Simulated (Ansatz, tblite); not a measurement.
Cost and result up the ladder for the cluster Nb₅ (5 atoms). Total charge 0; doublet. Geometry: PBE0-D4/def2-SVP.

```xyz
5

Nb    0.1081   -0.1294   -1.9442
Nb    0.2168   -1.5314    0.0672
Nb   -1.2797    0.8537   -0.1733
Nb    1.3008    0.8291    0.1298
Nb   -0.3460   -0.0220    1.9204
```

Ansatz on 4 threads of Intel Xeon on a shared host; xTB runs through tblite on one thread. Times are rough, summed over both states, and most runs start from the orbitals of an earlier one. No level here is sound enough to serve as a yardstick. The other state is a quartet at its own geometry.

In the def2 sets Nb takes a core potential; there is no spin–orbit coupling. The xTB rows come from tblite. The structure comes from a short search, and lower isomers may exist.

Run but left out: HF/STO-3G, HF/def2-TZVP, B2PLYP/def2-TZVP, MP2/def2-TZVP (doublet: ⟨S²⟩ 1.82 to 7.34, where a pure state has 0.75).

xTB has no spin-polarisation term.

```
                         level  functions  wall time  quartet − doublet (eV)                                                                           remarks
                      GFN1-xTB         45    0.016 s                    1.44                                                                                 –
                      GFN2-xTB         45     0.15 s                    1.32                                                                                 –
PBE-D4/def2-TZVP (with forces)        200       15 s                    0.24                                                                                 –
             BLYP-D4/def2-TZVP        200       18 s                    0.33                                                                                 –
             PBE0-D4/def2-TZVP        200       45 s                    0.19  spin-contaminated (⟨S²⟩ 0.86) (doublet), spin-contaminated (⟨S²⟩ 3.90) (quartet)
           r2SCAN-D4/def2-TZVP        200      2 min                    0.10  spin-contaminated (⟨S²⟩ 0.90) (doublet), spin-contaminated (⟨S²⟩ 3.90) (quartet)
```
